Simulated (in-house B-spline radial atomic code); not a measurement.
# Ionising Mg with different functionals

Computed with an all-electron radial atomic-structure program (B-spline basis): scalar-relativistic (spin-free X2C) Hamiltonian, Fermi nucleus of rms radius 3.057 fm, spin-polarised at highest spin, spherical fractional occupations for the functionals, and exact exchange of hybrids averaged over the configuration. The ionisation energy is the difference of two self-consistent energies, [Ne] 3s2 → [Ne] 3s1, without Breit or QED terms; ε is the level of the shell that loses the electron (its least bound occupied spin orbital).

| method | rung | ΔSCF (eV) | -ε(3s) (eV) |
| --- | --- | --- | --- |
| PBE0 | global hybrid | 7.55 | 5.43 |
| B3LYP | global hybrid | 7.73 | 5.30 |
| TPSSh | global hybrid | 7.55 | 5.05 |
| BHandHLYP | global hybrid | 7.56 | 6.03 |
| r2SCAN0 | global hybrid | 7.40 | 5.49 |
| B97-1 | global hybrid | 7.73 | 5.24 |
| HSE06 | range-separated hybrid | 7.55 | 5.05 |
| wB97X | range-separated hybrid | 7.61 | 7.33 |
| CAM-B3LYP | range-separated hybrid | 7.71 | 6.49 |
| LC-wPBE | range-separated hybrid | 7.48 | 7.50 |

Question: Among the functionals, which spreads more, the ΔSCF values or the orbital energies?

Answer: The orbital energies: ΔSCF values span about 0.34 eV and the orbital energies 2.46 eV; here energy differences depend much less on the functional than eigenvalues do.

Question: How do they compare with the NIST value?

Answer: NIST lists 7.646 eV (measured, ground level to ground level). Errors run from -0.25 to +0.09 eV; wB97X is closest (-0.03 eV), but part of that can be cancellation, since the calculations leave out Breit-QED terms, the near-degeneracy of s² and p².
